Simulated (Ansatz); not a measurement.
Isolated molecules relaxed with PBE0-D4/def2-TZVP in Ansatz; ΔE leaves out vibrations. CCSD(T)/CBS is the MP2 limit (def2-TZVPP, def2-QZVPP) plus CCSD(T) − MP2 in def2-TZVPP, frozen cores. Functionals use def2-TZVPP. def2 core potentials past Kr. For I, Sn outer-core shells are correlated without core-valence functions, which leaves a few kJ/mol of doubt a bond. Each species was taken in one conformer, which may not be the lowest.

`[CH3][Sn]([Cl])([Cl])[Cl]` + `OC1(I)C[SiH2]1` → `[Cl][Sn]([Cl])([Cl])[I]` + `CC1(O)C[SiH2]1`  (redistribution)

```tsv
species	B2PLYP energy (Eh)
`[CH3][Sn]([Cl])([Cl])[Cl]`	-1634.38521
`OC1(I)C[SiH2]1`	-741.25236
`[Cl][Sn]([Cl])([Cl])[I]`	-1892.07551
`CC1(O)C[SiH2]1`	-483.59941
```

Work out ΔE.

ΔE = (-1892.07551) + (-483.59941) − (-1634.38521) − (-741.25236) = -0.03735 Eh = -23.4 kcal/mol. CCSD(T)/CBS gives -23.7 kcal/mol.

Largest T1 diagnostic among the species: 0.012.

From PBE to PBE0 (25 % exact exchange), in def2-TZVPP and without D4, ΔE moves by −2.0 kcal/mol. In def2-TZVPP, CCSD(T) changes the Hartree–Fock value by +6.1 kcal/mol (the triples alone add +1.1 kcal/mol) and MP2 by +6.2 kcal/mol.
